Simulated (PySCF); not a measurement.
C6H11N2 (doublet state).
Geometry (GFN2-xTB, Å), atoms numbered from 1 in this order:
```
atom  x, y, z in Å
C1    -2.6469    1.2542   -0.8359
C2    -1.9657   -0.0383   -0.6879
C3    -0.4603    0.1309   -0.4023
C4     0.2170   -1.1753   -0.1182
N5    -0.4776   -2.2323   -0.1872
C6     1.6581   -1.2226    0.2519
N7     2.5562   -0.3578    0.4292
C8     2.4259    1.0585    0.3006
H9    -2.5714    1.9932   -0.0608
H10   -3.2281    1.4870   -1.7051
H11   -2.3750   -0.6045    0.1605
H12   -2.0939   -0.6572   -1.5753
H13   -0.3254    0.7977    0.4531
H14    0.0153    0.5988   -1.2683
H15    0.0253   -3.0943    0.0177
H16    2.0015   -2.2468    0.4154
H17    3.4349    1.4735    0.3248
H18    1.8687    1.4690    1.1468
H19    1.9315    1.3754   -0.6207
```

The hyperfine couplings belong to this conformer and change with its torsions.

Identity: `[H]/N=C(\C=N/C)CC[CH2]` [radical].

Method: PySCF, UKS B3LYP, pcH-1 on C H N, non-relativistic, mean-field spin-orbit, GIAO. One conformer (not necessarily the lowest) at the GFN2-xTB geometry, without solvent, vibrations or thermal averaging. GFN2-xTB frequencies show an imaginary mode (51i cm⁻¹), so this geometry is no minimum at that level. The geometry wasn't refined by DFT: couplings that depend on bond lengths, twists or pyramidal angles can differ widely from those at the functional's own minimum. No stability test was run, so a lower SCF solution isn't excluded.

Principal values of hyperfine tensors in MHz (contact and dipolar terms together), for some of the nuclei:

```csv
atom,isotope,A1,A2,A3
H11,1H,129.08,131.68,144.07
C1,13C,5.88,6.70,248.72
H9,1H,-101.47,-62.56,-23.09
C3,13C,55.96,56.26,69.85
C2,13C,-35.45,-32.06,-30.97
C4,13C,3.29,3.44,6.10
H12,1H,-0.93,0.18,13.06
C6,13C,3.53,3.62,4.94
```

Question: Give the isotropic coupling of each nucleus in MHz and in mT (g = 2.0026), and the anisotropic part.

Answer: a_iso is a third of the trace, T = A − a_iso, and a(mT) = a(MHz)/(g × 13.996).

| atom | a_iso (MHz) | a_iso (mT) | T1 | T2 | T3 |
| --- | --- | --- | --- | --- | --- |
| H11 | 134.94 | 4.814 | -5.86 | -3.27 | 9.12 |
| C1 | 87.10 | 3.107 | -81.22 | -80.40 | 161.62 |
| H9 | -62.37 | -2.225 | -39.10 | -0.19 | 39.29 |
| C3 | 60.69 | 2.165 | -4.73 | -4.43 | 9.16 |
| C2 | -32.83 | -1.171 | -2.62 | 0.76 | 1.86 |
| C4 | 4.28 | 0.153 | -0.98 | -0.84 | 1.83 |
| H12 | 4.10 | 0.146 | -5.03 | -3.92 | 8.95 |
| C6 | 4.03 | 0.144 | -0.50 | -0.41 | 0.91 |

Question: What spin density at the nucleus of C6 lies behind its contact coupling (g_N = 1.40482)?

Answer: a_FC = (2μ0/3) gₑ μB g_N μN ρ(0)/(2S·h) = 800.24 MHz × g_N × ρ(0)/(2S), with ρ in bohr⁻³. With a_FC = 4.03 MHz and 2S = 1, ρ(0) = 0.003587 bohr⁻³.

Question: H10 (1H, g_N = 5.58569) isn't in the table. Its spin density at the nucleus is -0.01453 bohr⁻³. What is its contact coupling?

Answer: By the same relation, a_FC = -64.9 MHz. Its full tensor has the principal values -104.61, -64.61, -25.60 MHz.

Question: Name the largest traceless tensor T of the table and describe it.

Answer: C1: -81.2, -80.4, 161.6 MHz, axial, in the ratio −1:−1:+2, the form that spin in one p orbital centred on that nucleus gives.

Question: In a single crystal, with the field along each principal axis of the tensor of C1 in turn, what first-order splitting does this nucleus give (isotropic g, quadrupole terms neglected)?

Answer: 2 lines (I = 1/2), spaced by |A_i|/(g × 13.996): 0.21, 0.24, 8.87 mT along the axes of A1, A2 and A3.

The run took 87 s of wall time (grids of density and orbitals included) on Arm Neoverse V1, one thread, shared host with 32 logical CPUs at a one-minute load of 12, and the process peaked at 0.97 GiB of memory.
